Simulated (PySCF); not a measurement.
GeHO, neutral, multiplicity 2. Atoms are numbered in the order given.

```xyz
3

Ge    -0.0057     0.4079     0.0000
O      0.1168    -1.4013     0.0000
H     -0.7516    -1.8421     0.0000
```
Charge 0, spin multiplicity 2.

Geometry: PBE-D3(BJ)/def2-TZVP.

Calculation: PySCF with TDA-B3LYP/def2-TZVPD.

Vertical excitations. The molecule is in vacuum.

```csv
state,energy (eV),λ (nm),f,main pairs
root 1,0.39,3220,0.000,α HOMO→LUMO 100 %
root 2,2.86,433,0.009,α HOMO→LUMO+1 98 %
root 3,4.08,304,0.071,α HOMO→LUMO+2 98 %
root 4,4.16,298,0.000,"α HOMO−1→LUMO 41 %, β HOMO→LUMO 56 %"
root 5,4.88,254,0.000,"α HOMO−2→LUMO 57 %, β HOMO−1→LUMO 40 %"
root 6,5.07,244,0.029,α HOMO→LUMO+3 98 %
root 7,5.19,239,0.001,"α HOMO→LUMO+4 12 %, α HOMO→LUMO+7 10 %, β HOMO→LUMO+1 73 %"
root 8,5.22,238,0.004,"α HOMO−1→LUMO 48 %, α HOMO→LUMO+5 12 %, α HOMO→LUMO+6 10 %, β HOMO→LUMO 27 %"
root 9,5.72,217,0.116,"α HOMO→LUMO+5 77 %, β HOMO→LUMO 10 %"
root 10,5.81,213,0.111,"α HOMO→LUMO+4 75 %, β HOMO→LUMO+1 10 %, β HOMO−1→LUMO 7 %"
```
Unrestricted roots are not spin-pure.
